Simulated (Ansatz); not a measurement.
A structure relaxed at r2SCAN-D4/def2-SVP in Ansatz, charge 0, doublet:

```xyz
11

Li    1.405   -0.359    2.018
Li    0.684    2.305   -1.570
Li   -0.940   -1.852    1.364
Li    0.753   -0.750   -0.991
Li   -1.626    0.834   -2.214
Li   -0.989    1.168    0.881
Cl    1.247   -2.290    0.755
Cl    0.524    0.488   -2.992
Cl   -0.734   -0.104    2.867
Cl   -1.749   -0.730   -0.502
Cl    1.425    1.291    0.384
```

Problem. Give its formula and point group.

Solution. Li₆Cl₅. Point group Cs (tolerance 0.1 Å).

Problem. Summarise the bond lengths by kind (pairs closer than 1.2 times the sum of covalent radii, bridged metal pairs left out).

Solution. 17 × Cl–Li 2.31 to 2.55 Å.

The relaxation made no stability test and no search for a lower SCF solution. Another isomer (doublet) lies 0.09 eV lower at PBE0-D4/def2-TZVP; other spin states weren't run for this one.
